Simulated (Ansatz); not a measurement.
Compare A (`C=C[SiH](N)Cl`) with its isomer B (`N=CC([SiH3])Cl`).

Gas-phase electronic energies from Ansatz, PBE0-D4/def2-TZVP geometries. CBS: MP2 limit from def2 TZ/QZ plus the TZ coupled-cluster correction, frozen cores. Functionals use def2-TZVPP. B3LYP here is the variant with VWN-RPA as its local correlation; programs differ in this. Each species was taken in one conformer, which may not be the lowest.

A:

Z-matrix (Å, degrees):
```
Si
C 1 1.850
Cl 1 2.077 2 107.5
N 1 1.703 2 108.9 3 -124.7
H 1 1.480 2 113.8 3 116.1
C 2 1.329 1 125.0 3 -1.3
H 2 1.090 1 116.5 3 178.8
H 4 1.008 1 120.1 2 48.9
H 4 1.007 1 120.2 2 -166.0
H 6 1.086 2 121.5 1 -0.0
H 6 1.086 2 121.9 1 -179.9
```

B:

```xyz
11

N     0.986    1.465   -1.437
C     0.142    1.254   -0.523
C    -0.625   -0.009   -0.294
Si    0.211   -1.100    1.021
Cl   -2.281    0.352    0.288
H     1.062    0.665   -2.070
H    -0.033    2.043    0.213
H    -0.728   -0.567   -1.227
H     1.553   -1.491    0.517
H     0.342   -0.311    2.269
H    -0.628   -2.302    1.243
```

Question: Which is lower in electronic energy at CCSD(T)/CBS, and by how much? (Estimate.)

Answer: The calculation gave: A, by 67.2 kcal/mol.

Question: Give E(B) − E(A) in kcal/mol with CCSD(T)/def2-TZVPP, PBE-D4, CCSD(T)/def2-SVP, HF/def2-TZVPP, MP2/def2-TZVPP, B3LYP-D4, BLYP-D4. (Best estimate.)

Answer: Computed: CCSD(T)/def2-TZVPP 64.9, PBE-D4 61.7, CCSD(T)/def2-SVP 57.7, HF/def2-TZVPP 68.9, MP2/def2-TZVPP 67.5, B3LYP-D4 65.3, BLYP-D4 62.5. None reverses the order clearly.

Question: Does the order hold for the free energy at 298.15 K (harmonic terms from PBE0-D4)? (An estimate is asked.)

Answer: The calculation gave: Yes: G(B) − G(A) = +64.1 kcal/mol, for one conformer each.

Largest T1 diagnostic: 0.012.

In def2-TZVPP, CCSD(T) changes the Hartree–Fock value by −4.0 kcal/mol (the triples alone add −1.0 kcal/mol) and MP2 by −1.5 kcal/mol. From PBE to PBE0 (25 % exact exchange), in def2-TZVPP and without D4, E(B) − E(A) moves by +3.1 kcal/mol.
